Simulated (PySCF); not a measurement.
Se(iPr)(OH) (C₃H₈OSe), SMILES O[Se]C(C)C. Geometry: PBE-D3(BJ)/def2-SVP. The values are those of a single conformer.

Computed equilibrium geometry at PBE-D3(BJ)/def2-SVP (PySCF confirms it by a frequency run) as bond lengths and angles (one conformer of several):
Atoms: Se1 C2 C3 C4 H5 H6 H7 H8 H9 H10 H11 O12 H13. Bonded distances (Å): Se1–C2 1.990, Se1–O12 1.848, C2–C3 1.527, C2–C4 1.527, C2–H5 1.114, C3–H6 1.111, C3–H7 1.109, C3–H8 1.107, C4–H9 1.107, C4–H10 1.111, C4–H11 1.110, O12–H13 0.978. Angles (°): C2–Se1–O12 97.1, Se1–C2–C3 110.1, Se1–C2–C4 110.7, Se1–C2–H5 101.4, C3–C2–C4 113.0, C3–C2–H5 110.7, C4–C2–H5 110.3, C2–C3–H6 110.6, C2–C3–H7 109.8, C2–C3–H8 111.7, H6–C3–H7 108.1, H6–C3–H8 108.5, H7–C3–H8 108.0, C2–C4–H9 111.9, C2–C4–H10 110.8, C2–C4–H11 110.0, H9–C4–H10 108.5, H9–C4–H11 108.3, H10–C4–H11 107.3, Se1–O12–H13 104.5.
Charge 0, spin multiplicity 1.
